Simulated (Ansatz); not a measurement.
`N[SiH]` + dimethylamine → `CN(C)[SiH]` + NH₃ at 500 K and 1 bar (ligand exchange at the Si–N bond).

Gas-phase electronic energies from Ansatz, PBE0-D4/def2-TZVP geometries. CCSD(T)/CBS is the MP2 limit (def2-TZVPP, def2-QZVPP) plus CCSD(T) − MP2 in def2-TZVPP, frozen cores. This one scheme is used for every species.

```csv
species,CCSD(T)/CBS energy (Eh),H − E (kJ/mol),S (J/(mol·K))
`N[SiH]`,-345.56329,110.7,274.5
`CNC`,-135.00321,273.8,313.8
`CN(C)[SiH]`,-424.06348,276.3,360.7
NH₃,-56.50880,108.2,211.8
```

H − E and S are ideal-gas, rigid-rotor, harmonic terms from PBE0-D4/def2-TZVP. 1 Eh = 2625.50 kJ/mol, R = 8.31446 J/(mol·K).

Question: By hand: ΔE, ΔH, ΔS and ΔG.

Answer: ΔE = (-424.06348) + (-56.50880) − (-345.56329) − (-135.00321) = -0.00578 Eh = -15.2 kJ/mol. Δ(H − E) = 276.3 + 108.2 − 110.7 − 273.8 = 0.0, so ΔH = -15.2 kJ/mol. ΔS = 360.7 + 211.8 − 274.5 − 313.8 = -15.8 J/(mol·K). ΔG = -15.2 − 500 × (-15.8)/1000 = -7.3 kJ/mol.

Question: By hand: the equilibrium constant, and the temperature at which ΔG would vanish if ΔH and ΔS stayed fixed.

Answer: log₁₀ K = −ΔG/(RT ln 10) = 0.8. ΔG = 0 at ΔH/ΔS = 962 K, though so small a ΔS makes that figure unsure.

TΔS isn't small against ΔH here. A doubt of 5 kJ/mol in ΔE shifts log₁₀ K by 0.5 here. These are equilibria of isolated gas molecules and say nothing of rates. Largest T1 diagnostic: 0.015 (customary marks: 0.02 for closed shells, 0.045 for open ones).
